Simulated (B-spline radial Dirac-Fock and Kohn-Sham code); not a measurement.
**Satellites and hypersatellites of the K lines of Sc**

System: the Sc atom in the configuration [Ar] 4s2 4p1 (an excited configuration).

The run's input, task.json:

```json
{"items": [{
  "Z": 21,
  "q": 0,
  "cfg": [[1, 0, 2], [2, 0, 2], [2, 1, 6], [3, 0, 2], [3, 1, 6], [4, 0, 2], [4, 1, 1]],
  "A": 45,
  "rrms": 3.5459,
  "do": ["binding", "quiet", "double"]
}]}
```

Command: `python xray_run.py task.json out`

Model: Dirac-Fock ΔSCF + Breit + QED. Program: a B-spline atomic structure program. Each two-hole energy is an average over J within one jj subconfiguration, not an observable level; in light atoms, where LS coupling holds, the j-resolved values are not observed lines, and for a K spectator the Kα1 hypersatellite is nearly forbidden. No correlation.

Lines without a spectator: Kα2 (K-L2) 4083.9 eV, Kα1 (K-L3) 4088.4 eV, Kβ3 (K-M2) 4461.8 eV, Kβ1 (K-M3) 4462.3 eV. Shifts in eV with one spectator hole (a dash: not computed, or left out as unreliable):

```tsv
spectator hole	Kα2	Kα1	Kβ3	Kβ1
K (1s)	+215.6	+216.6	+269.7	+269.8
L2 (2p1/2)	+17.59	+21.78	–	+55.2
L3 (2p3/2)	+20.78	+19.71	+54.1	–
M2 (3p1/2)	–	+1.07	+4.70	+5.93
M3 (3p3/2)	+0.99	–	+5.76	+5.42
```
